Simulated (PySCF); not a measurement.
# Radial density of I⁺ (iodine, charge +1)

UHF, [Kr] 4d10 5s1 5p4 5d1, one real determinant (an excited configuration). Calculation: PySCF 2.14, in aug-cc-pwCVDZ-PP with ECP28MDF; scalar relativity through the core potential. This is the valence pseudo-density: the core potential removes the inner electrons and smooths the orbitals near the nucleus.

```json
{"r (bohr)": "0.00323", "4πr²ρ (e/bohr)": "2.653e-05", "4πr²(ρα − ρβ)": "0.0000"}
{"r (bohr)": "0.00544", "4πr²ρ (e/bohr)": "7.233e-05", "4πr²(ρα − ρβ)": "0.0000"}
{"r (bohr)": "0.00915", "4πr²ρ (e/bohr)": "0.0001852", "4πr²(ρα − ρβ)": "0.0000"}
{"r (bohr)": "0.0154", "4πr²ρ (e/bohr)": "0.0004078", "4πr²(ρα − ρβ)": "0.0000"}
{"r (bohr)": "0.0259", "4πr²ρ (e/bohr)": "0.0007015", "4πr²(ρα − ρβ)": "0.0001"}
{"r (bohr)": "0.0435", "4πr²ρ (e/bohr)": "0.001068", "4πr²(ρα − ρβ)": "0.0001"}
{"r (bohr)": "0.0732", "4πr²ρ (e/bohr)": "0.002230", "4πr²(ρα − ρβ)": "0.0001"}
{"r (bohr)": "0.123", "4πr²ρ (e/bohr)": "0.01620", "4πr²(ρα − ρβ)": "0.0004"}
{"r (bohr)": "0.207", "4πr²ρ (e/bohr)": "0.1965", "4πr²(ρα − ρβ)": "0.0044"}
{"r (bohr)": "0.349", "4πr²ρ (e/bohr)": "3.164", "4πr²(ρα − ρβ)": "0.0891"}
{"r (bohr)": "0.586", "4πr²ρ (e/bohr)": "22.84", "4πr²(ρα − ρβ)": "0.4754"}
{"r (bohr)": "0.986", "4πr²ρ (e/bohr)": "18.07", "4πr²(ρα − ρβ)": "0.0255"}
{"r (bohr)": "1.66", "4πr²ρ (e/bohr)": "4.466", "4πr²(ρα − ρβ)": "1.9455"}
{"r (bohr)": "2.79", "4πr²ρ (e/bohr)": "1.888", "4πr²(ρα − ρβ)": "1.2055"}
{"r (bohr)": "4.69", "4πr²ρ (e/bohr)": "0.2244", "4πr²(ρα − ρβ)": "0.1616"}
{"r (bohr)": "7.89", "4πr²ρ (e/bohr)": "0.0002637", "4πr²(ρα − ρβ)": "0.0002"}
```

⟨L²⟩ = 8.01 against 12 for a pure F term, so this real determinant mixes terms. Energies and moments cover only the electrons outside the core potential. The outer electron is Rydberg-like, and this basis confines it to a smaller radius and binds it less than a complete one would.
